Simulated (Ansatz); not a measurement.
Sn₄Te₃, relaxed as a singlet with RKS r2SCAN-D4/def2-SVP in Ansatz, starting from the GFN1-xTB geometry. Force threshold 0.02 eV/Å.

In the def2 sets Sn, Te take a core potential; there is no spin–orbit coupling. The restricted singlet is unstable towards broken spin symmetry in Hartree–Fock (as tested in another run); at r2SCAN-D4/def2-SVP this wasn't settled. Another isomer (singlet) lies 1.22 eV lower at PBE0-D4/def2-TZVP; other spin states weren't run for this one.

Start:

```xyz
7

Sn   -0.952    1.418    2.292
Sn    1.664   -1.124   -0.758
Sn   -1.129   -2.100   -0.608
Sn    1.514    1.731   -1.481
Te    1.567    0.951    1.232
Te   -2.144   -0.903    1.671
Te   -0.521    0.028   -2.348
```

| step | energy (eV) | largest force component (eV/Å) | SCF passes |
| --- | --- | --- | --- |
| 1 | -45230.7517 | 1.100 | 19 |
| 2 | -45230.7968 | 0.846 | 28 |
| 3 | -45230.9439 | 0.153 | 23 |
| 4 (rejected) | -45230.9437 | 0.167 | 22 |
| 5 | -45230.9495 | 0.034 | 23 |
| 6 | -45230.9517 | 0.054 | 22 |
| 7 | -45230.9523 | 0.013 | 24 |

Force components are those of the run's own axes.

End:

```csv
atom,x (Å),y (Å),z (Å)
Sn1,-1.0368,1.4866,2.1957
Sn2,1.7208,-1.1431,-0.8348
Sn3,-1.1687,-2.1774,-0.6050
Sn4,1.6006,1.7979,-1.4947
Te5,1.6224,0.9158,1.2887
Te6,-2.1662,-0.9539,1.7681
Te7,-0.5721,0.0742,-2.3179
```

By distances, no bond broke or formed. The bond that changes most is Sn4–Te7, from 2.79 to 2.89 Å (atoms count from 1).

No frequencies were taken in this run, so the end may be a saddle point.

It took 54 s on 4 threads of Arm Neoverse V1 on a shared host.
